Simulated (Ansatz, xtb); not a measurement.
## Two structures of GeH5Si2−

Structure X: `[SiH2]1[SiH2][GeH-]1`, a singlet. Structure Y: a singlet given by its coordinates. Both are isolated ions in the gas phase, relaxed with PBE-D3(BJ)/def2-SVPD.

X (Å):

```yaml
atoms:
  - { symbol: Ge, position_ang: [-1.4918, 2.2393, -0.1717] }
  - { symbol: Si, position_ang: [-2.5728, 0.0747, -0.7727] }
  - { symbol: Si, position_ang: [-1.5908, 0.2535, 1.3324] }
  - { symbol: H, position_ang: [-4.0648, -0.1931, -0.8477] }
  - { symbol: H, position_ang: [-1.9102, -0.9050, -1.7260] }
  - { symbol: H, position_ang: [-0.3741, -0.6253, 1.5671] }
  - { symbol: H, position_ang: [-2.4783, 0.0958, 2.5534] }
  - { symbol: H, position_ang: [-2.9323, 2.6271, 0.4675] }
```

Y (Å):

```xyz
8

Ge   -3.1871    1.1682   -1.0396
Si   -3.3804   -0.9012   -0.1382
Si   -1.3292    1.5598    0.5030
H    -4.4251   -1.9216   -0.5892
H    -2.6010   -1.6077    0.9644
H    -0.0214    1.9314   -0.1977
H    -1.5310    2.7774    1.4066
H    -0.8979    0.4751    1.4812
```

Close contacts (Å): Ge1–Si2 2.27, Ge1–Si3 2.45, Si2–H4 1.53, Si2–H5 1.52, Si3–H6 1.53, Si3–H7 1.53, Si3–H8 1.52.

Energies in hartree; the thermal terms are from PBE-D3(BJ)/def2-SVPD harmonic frequencies (ideal gas, rigid rotor, one conformer each, 400 K, 1 atm) and include the zero-point energy:

```
                                X            Y
E, CCSD(T)/def2-SVPD  −2656.199783  −2656.203545
    E, MP2/def2-SVPD  −2656.136776  −2656.140289
  E, MP2/def2-TZVPPD  −2656.665887  −2656.669394
   zero-point energy      0.037226      0.038112
        H(400 K) − E      0.048907      0.049947
        G(400 K) − E     −0.006424     −0.006858
```

Problem. Correct the CCSD(T) difference for the basis set by the MP2 change, then work out ΔE, ΔE₀, ΔH and ΔG for X → Y in kJ/mol (1 Eh = 2625.50 kJ/mol) and the equilibrium ratio [Y]/[X].

Solution. 1. Differences Y − X: CCSD(T) −0.003762, MP2 in the small set −0.003513, MP2 in the large set −0.003507 Eh.
2. ΔE = −0.003762 + (−0.003507 − (−0.003513)) = −0.003756 Eh = −9.86 kJ/mol.
3. ΔE₀ = ΔE + ΔZPE = −0.003756 + (+0.000886) Eh = −7.54 kJ/mol.
4. ΔH = ΔE + (+0.001040) Eh = −7.13 kJ/mol.
5. ΔG = ΔE + (−0.000434) Eh = −11.00 kJ/mol, so ΔS = (ΔH − ΔG)/T = +9.7 J/(mol K).
6. kT = 1.2667 mEh, so K = [Y]/[X] = exp(−ΔG/kT) = exp(+3.31) ≈ 27.

Structure Y is favoured at this temperature. An error of 4 kJ/mol in ΔG would change K by a factor of 3.3. HF/STO-3G, r2SCAN-D4/def2-SVPD, PBE-D3(BJ)/def2-SVPD gave ΔE the other sign. Mirror images and further conformers aren't counted.

Other levels gave ΔE = −31.0 (GFN2-xTB); +83.5 (HF/STO-3G, GFN2-xTB geometries); +8.5 (r2SCAN-D4/def2-SVPD, GFN2-xTB geometries); +5.0 (PBE-D3(BJ)/def2-SVPD); −5.5 (HF/def2-SVPD); −9.2 (MP2/def2-SVPD); −9.9 (CCSD(T)/def2-SVPD) kJ/mol. The correlated steps freeze 19 core orbitals; the filled d shell of Ge is correlated, in a basis made for valence electrons. Programs: Ansatz 0.2.0, xtb 6.7.1.
